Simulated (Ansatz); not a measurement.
Relaxation of C2H11B2NSi (17 atoms, charge 0, multiplicity 1), to a largest force component of 0.015 eV/Å in at most 40 steps.

Method: Ansatz, RKS revPBE/def2-SVP.

```xyz
17
Properties=species:S:1:pos:R:3:forces:R:3
B 0.146 -1.808 -0.436 -0.37 2.85 -0.15
C 0.391 -0.197 -0.382 1.23 -1.15 -1.35
B 1.934 0.034 -0.574 -0.06 -1.12 2.22
C -0.310 0.563 -1.478 -4.10 0.54 0.51
Si -0.101 0.435 1.299 -0.36 -0.27 1.06
N -1.846 0.166 1.602 -0.05 0.66 0.60
H 0.633 -2.498 0.328 0.95 -1.34 1.28
H -0.623 -2.184 -1.249 -0.44 -0.43 -0.69
H 2.388 0.737 -1.384 0.30 0.74 -1.14
H 2.733 -0.461 0.218 -0.04 -0.05 -0.16
H -1.488 0.387 -1.344 1.78 0.28 -0.62
H -0.063 0.208 -2.469 0.22 -0.15 -0.84
H -0.242 1.673 -1.432 0.42 -0.11 -0.05
H 0.145 1.896 1.419 0.40 0.48 -0.15
H 0.678 -0.272 2.352 0.07 -0.11 0.24
H -2.037 0.493 2.599 0.04 -0.40 -1.28
H -2.357 0.827 0.973 0.00 -0.44 0.52
```

Q: Where does it end, and by what steps?

A: The forces met the threshold. After 39 steps the energy has fallen by 1.808 eV; H16 moved furthest, 2.57 Å. Joined: B1–B3 (2.57 → 1.87 Å), B1–N6 (3.47 → 1.64 Å).

```csv
step,energy less start (eV),largest force component (eV/Å),accepted
0,0.0000,4.103,yes
2,-0.6932,0.580,yes
4,-0.7583,0.213,yes
6,-0.7745,0.271,yes
8,-0.7900,0.414,yes
10,-0.8143,0.288,yes
12,-0.9152,0.380,yes
14,-1.1784,0.658,yes
16,-1.2172,0.200,yes
18,-1.2247,0.087,yes
20,-1.2307,0.041,yes
22,-1.2361,0.151,yes
24,-1.2557,0.317,yes
26,-1.3135,0.531,yes
28,-1.5414,0.611,yes
30,-1.7036,0.855,yes
32,-1.6555,0.781,no
34,-1.7995,0.061,yes
36,-1.8043,0.241,yes
38,-1.8078,0.064,no
39,-1.8084,0.009,yes
```

```xyz
17
Properties=species:S:1:pos:R:3
B -0.544 -0.977 -0.061
C 0.195 0.418 -0.463
B 1.304 -0.751 -0.257
C 0.058 1.142 -1.800
Si -0.252 1.053 1.201
N -0.826 -0.726 1.539
H 0.451 -1.873 -0.110
H -1.441 -1.524 -0.680
H 1.888 -1.114 -1.266
H 1.916 -0.839 0.810
H -0.903 1.694 -1.893
H 0.103 0.421 -2.642
H 0.878 1.873 -1.965
H -1.500 1.887 1.370
H 0.724 1.460 2.279
H -0.258 -1.307 2.172
H -1.813 -0.837 1.808
```

Time of the run: 110 s on 2 threads of Intel(R) Xeon(R) Platinum 8488C (Sapphire Rapids), on a shared host, peak memory 0.23 GiB.
